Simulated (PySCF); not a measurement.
Rigid-rotor lines calculated for a species of formula BGeH5O (commonest isotopes; PBE0-D3(BJ)/def2-SVP geometry optimisation, gas phase in PySCF), labelled J(Ka,Kc):

```
     transition      MHz
2(0,2) ← 1(0,1)  15924.6
2(1,1) ← 1(1,0)  16146.1
1(1,1) ← 0(0,0)  41223.0
1(0,1) ← 0(0,0)   7962.8
2(1,2) ← 1(1,1)  15705.3
```

Q: Find the rotational constants.

A: 1(0,1) ← 0(0,0) is B + C, 2(1,1) ← 1(1,0) is 3B + C and 2(1,2) ← 1(1,1) is B + 3C, so B − C is half the difference of the last two, 220.4 MHz. 1(1,1) ← 0(0,0) is A + C. A = 37351.8, B = 4091.6, C = 3871.2 MHz.

Q: What moments of inertia, asymmetry and inertial defect follow?

A: I = 505379 MHz·u·Å² over each constant: Ia = 13.53, Ib = 123.52, Ic = 130.55 u·Å²; κ = (2B − A − C)/(A − C) = -0.987 (near-prolate asymmetric top); Δ = Ic − Ia − Ib = -6.50 u·Å².

Q: Which dipole components do these lines need?

A: μa and μb (a-type: ΔKa even, ΔKc odd; b-type: both odd). The calculation gives |μa| = 2.13 D, |μb| = 0.50 D, |μc| = 0.00 D.

Q: Predict further lines from these constants: 2(1,1) ← 2(0,2); 2(2,0) ← 2(1,1); 2(2,0) ← 1(1,1); 2(2,1) ← 2(1,2); 2(1,2) ← 1(0,1); 2(1,1) ← 2(1,2); 1(1,0) ← 1(0,1); 2(2,1) ← 1(1,0).

A: 
```json
{"transition": "2(1,1) ← 2(1,2)", "MHz": "661", "type": "a", "branch": "Q"}
{"transition": "1(1,0) ← 1(0,1)", "MHz": "33481", "type": "b", "branch": "Q"}
{"transition": "2(1,1) ← 2(0,2)", "MHz": "33702", "type": "b", "branch": "Q"}
{"transition": "2(1,2) ← 1(0,1)", "MHz": "48965", "type": "b", "branch": "R"}
{"transition": "2(2,0) ← 2(1,1)", "MHz": "99782", "type": "b", "branch": "Q"}
{"transition": "2(2,1) ← 2(1,2)", "MHz": "100442", "type": "b", "branch": "Q"}
{"transition": "2(2,1) ← 1(1,0)", "MHz": "115927", "type": "b", "branch": "R"}
{"transition": "2(2,0) ← 1(1,1)", "MHz": "116148", "type": "b", "branch": "R"}
```

Q: Which structure gave them?

A: `B[O][GeH3]`. Three constants can't fix a structure by themselves; this is the one that was computed:
```xyz
8
BGeH5O angstrom
B      1.551   -0.237    0.306
O      0.442    0.480    0.542
Ge    -1.200    0.245   -0.168
H      1.535   -1.180   -0.467
H      2.565    0.082    0.890
H     -1.522    1.539   -0.927
H     -1.152   -0.980   -1.097
H     -2.146    0.036    1.023
```

The values belong to one conformer with, in the numbering `[BH2:1][O:2][GeH3:3]`, H–B1–O2–Ge3 0° and 180°. Whether it is a minimum is left open (no frequencies). No vibrational averaging or centrifugal distortion is included, and the geometry carries the error of its method. A rigid rotor knows nothing of internal rotation, which can split or shift real lines. Quadrupole hyperfine structure (11B) is left out.

The run took 13 s on Arm Neoverse V2, one thread, shared host, and the process peaked at 0.36 GiB of memory. This is the geometry optimisation.
